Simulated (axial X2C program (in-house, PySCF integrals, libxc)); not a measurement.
**DyAu⁻: from the spin-free to the two-component result**

Calculated with an in-house relativistic program for diatomic molecules. Spin-free means the one-electron spin-free X2C Hamiltonian; two-component (2c) means X2C with spin–orbit coupling and atomic mean-field two-electron Coulomb and Gaunt terms, so the difference of the two also holds small scalar two-electron terms. Basis: Au dyall-av2z [12s13p10d5f], Dy dyall-v2z [11s12p9d6f2g] (cores contracted in-house); Gaussian nuclei, density fitting, unrestricted open shells. Masses: Au 196.967 u, Dy 163.929 u.

Spin-free state: M_S = 2, Λ = 5 (beyond evenly filled blocks: π+α, π-α, δ+α, δ+β, δ-α, φ+α, φ+β, φ-α); fragments Au- + Dy.

```json
{"level": "PBE0", "Re (Å)": "2.927", "ωe (cm⁻¹)": "92.9", "De (eV)": "1.237", "μ (D)": "-3.75"}
{"level": "B97-3", "Re (Å)": "3.005", "ωe (cm⁻¹)": "84.0", "De (eV)": "1.062", "μ (D)": "-3.41"}
{"level": "BHandHLYP", "Re (Å)": "3.019", "ωe (cm⁻¹)": "83.5", "De (eV)": "1.029", "μ (D)": "-3.10"}
```

Dipoles are positive if Dy is the positive end and refer to the centre of mass.

Two-component determinant lowest at the distance of the search:

Ω = 7 (⟨Sz⟩ = 1.96, ⟨Lz⟩ = 5.04 at PBE0); fragments Au- + Dy.

```tsv
level	Re (Å)	ωe (cm⁻¹)	μ (D)
PBE0	2.918	93.7	-3.74
B97-3	2.996	84.7	-3.42
BHandHLYP	3.011	84.3	-3.11
```

Problem. From the two tables, how do the constants change at the PBE0 level (2c against spin-free)?

Solution. At the PBE0 level Re drops by 0.009 Å and ωe rises by 0.8 cm⁻¹.

One determinant describes the state; a PBE0 search over occupations chose it and may have missed a lower one. De is counted from the lowest determinant-based energies of the atoms at the same level, without counterpoise correction. De is not given where an atomic determinant may have missed its ground term or J level, or where the truncated virtual space spoils (T). Density functionals use the spin component along the axis (collinear). Other states lie close and PBE0, whose exact exchange favours high spin, may order them wrongly; the determinant shown need not be the ground state. The nearest other spin-free determinant of the search, M_S = 2, Λ = 6, lies 0.28 eV up at the distance of the search. The functionals have no current-density term, which raises determinants with orbital currents, atoms included. With several unpaired electrons one determinant need not be a pure state. The highest occupied level of some functionals is positive through self-interaction error; at Hartree–Fock it is bound.
